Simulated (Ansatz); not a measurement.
`BC#CF` + `[AlH2][SH]` → `B[S][AlH2]` + `C#CF` at 298.15 K and 1 bar (ligand exchange at a B–C bond).

Gas-phase electronic energies from Ansatz, PBE0-D4/def2-TZVP geometries. CCSD(T)/CBS adds triple-zeta CCSD(T) − MP2 to the extrapolated MP2 energy (def2 sets, frozen cores). This one scheme is used for every species.

| species | CCSD(T)/CBS energy (Eh) | H − E (kJ/mol) | S (J/(mol·K)) |
| --- | --- | --- | --- |
| `BC#CF` | -201.77815 | 99.0 | 274.5 |
| `[AlH2][SH]` | -641.61836 | 72.6 | 268.0 |
| `B[S][AlH2]` | -667.02114 | 112.0 | 305.0 |
| `C#CF` | -176.38388 | 65.1 | 229.0 |

H − E and S are ideal-gas, rigid-rotor, harmonic terms from PBE0-D4/def2-TZVP. 1 Eh = 2625.50 kJ/mol, R = 8.31446 J/(mol·K).

Problem. By hand: ΔE, ΔH, ΔS and ΔG.

Solution. ΔE = (-667.02114) + (-176.38388) − (-201.77815) − (-641.61836) = -0.00851 Eh = -22.3 kJ/mol. Δ(H − E) = 112.0 + 65.1 − 99.0 − 72.6 = 5.5, so ΔH = -16.8 kJ/mol. ΔS = 305.0 + 229.0 − 274.5 − 268.0 = -8.5 J/(mol·K). ΔG = -16.8 − 298.15 × (-8.5)/1000 = -14.3 kJ/mol.

Problem. By hand: the equilibrium constant, and the temperature at which ΔG would vanish if ΔH and ΔS stayed fixed.

Solution. log₁₀ K = −ΔG/(RT ln 10) = 2.5. ΔG = 0 at ΔH/ΔS = 1976 K, though so small a ΔS makes that figure unsure.

The number of gas molecules stays the same, so ΔS is small and ΔH decides. A doubt of 5 kJ/mol in ΔE shifts log₁₀ K by 0.9 here. These are equilibria of isolated gas molecules and say nothing of rates. Largest T1 diagnostic: 0.014 (customary marks: 0.02 for closed shells, 0.045 for open ones).
